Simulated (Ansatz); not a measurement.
Basis-set extrapolation for C2H6FNSi (`FC1NC[SiH2]1`) (PBE0-D4/def2-TZVP geometry, frozen core, Ansatz). Multiplicity 1, RHF reference.

```json
{"": "HF", "def2-TZVPP": "-522.109791", "def2-QZVPP": "-522.129290"}
{"": "MP2 correlation", "def2-TZVPP": "-0.913861", "def2-QZVPP": "-0.983796"}
{"": "CCSD(T) correlation", "def2-TZVPP": "-0.988266", "def2-QZVPP": "not run"}
```

Energies in hartree. Use E(X) = E(∞) + A·exp(−7.88·√X) for Hartree–Fock and E(X) = E(∞) + B·X^(−2.97) for correlation, with X = 3 and 4, and add CCSD(T) minus MP2 of the smaller set to the MP2 limit.

**Question.** What is the CCSD(T) energy at the basis-set limit?

**Answer.** HF limit: -522.129290 + (-0.019499) × 0.13774 = -522.13198. MP2 limit: -0.983796 + (-0.069935) × 0.74074 = -1.03560. Higher-order term: -0.988266 − (-0.913861) = -0.07440. Total: -523.24198 hartree, 377.9 kJ/mol below CCSD(T)/def2-TZVPP.
